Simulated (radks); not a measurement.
Au I, 79 electrons, occupied as [Xe] 4f14 5d10 6s1.

Calculated with a radial shooting solver on a logarithmic mesh with Libxc functionals: scalar-relativistic Kohn-Sham, LDA (Slater exchange, VWN5 correlation), spin-polarised, spherical densities, point nucleus; open shells are filled with parallel spins first (spin-orbit coupling, left out, can overturn this in heavy ions); hard spherical wall at 2 bohr.

Energy parts (eV):
total: -516685.81
kinetic: 579992.17
electron-nucleus: -1292743.90
Hartree: 205756.85
exchange-correlation: -9690.94

Orbitals (lengths in bohr, moments of r in powers of bohr; r(90%) holds 90 % of the orbital's charge):
| orbital | occ. | eigenvalue (eV) | r(90%) |
|---|---|---|---|
| 1s up | 1 | -80651.29 | 0.0308 |
| 1s down | 1 | -80651.12 | 0.0308 |
| 2s up | 1 | -14172.88 | 0.111 |
| 2s down | 1 | -14172.77 | 0.111 |
| 2p up | 3 | -12246.05 | 0.105 |
| 2p down | 3 | -12245.95 | 0.105 |
| 3s up | 1 | -3294.172 | 0.270 |
| 3s down | 1 | -3294.065 | 0.270 |
| 3p up | 3 | -2735.506 | 0.277 |
| 3p down | 3 | -2735.399 | 0.277 |
| 3d up | 5 | -2137.653 | 0.260 |
| 3d down | 5 | -2137.550 | 0.260 |
| 4s up | 1 | -664.3846 | 0.585 |
| 4s down | 1 | -664.2168 | 0.585 |
| 4p up | 3 | -481.4941 | 0.631 |
| 4p down | 3 | -481.3110 | 0.631 |
| 4d up | 5 | -261.9993 | 0.689 |
| 4d down | 5 | -261.7933 | 0.689 |
| 5s up | 1 | -55.1338 | 1.33 |
| 5s down | 1 | -54.7369 | 1.33 |
| 4f up | 7 | -18.8589 | 0.828 |
| 4f down | 7 | -18.6255 | 0.827 |
| 5p up | 3 | -7.2786 | 1.45 |
| 5p down | 3 | -6.8334 | 1.45 |
| 5d up | 5 | 53.4411 | 1.56 |
| 5d down | 5 | 53.9987 | 1.56 |
| 6s up | 1 | 111.9585 | 1.70 |
| 6s down | 0 | 112.8743 | 1.70 |
| 5f up | 0 | 122.3704 | 1.64 |
| 5f down | 0 | 123.0690 | 1.64 |
| 6p up | 0 | 151.9211 | 1.72 |
| 6p down | 0 | 152.8125 | 1.72 |
| 7s up | 0 | 357.7937 | 1.78 |
| 7s down | 0 | 358.4389 | 1.78 |

The highest occupied level is 6s up at 111.96 eV. Spin moment in Bohr magnetons: 1. The pressure on the wall is 19500 GPa.
